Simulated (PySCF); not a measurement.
InBr2, SMILES [Br][In+][Br], charge +1.

Geometry optimised at B3LYP-D3(BJ)/def2-SVP. The spin state was assumed, not searched. The isomer is the one that the SMILES or the coordinates give; other isomers of the formula were not compared. The def2 effective core potentials stand for the cores of In; spin–orbit coupling is left out.

Computed with B3LYP-D3(BJ)/def2-SVP (PySCF).

Frequencies are harmonic and unscaled.

Modes within 1.5 cm⁻¹ of each other (mostly degenerate sets) share a row, with their intensities summed.

Computed harmonic wavenumbers and intensities:
| mode | ν (cm⁻¹) | IR (km/mol) | Raman (Å⁴/amu) | depolarisation | moving atoms (share of kinetic energy) |
|---|---|---|---|---|---|
| 1–2 | 62 | 8.9 | 0.0 | – | In 58 %, Br 42 % |
| 3 | 218 | 0.0 | 25.8 | 0.27 | Br 100 % |
| 4 | 350 | 27.6 | 0.0 | – | In 58 %, Br 42 % |
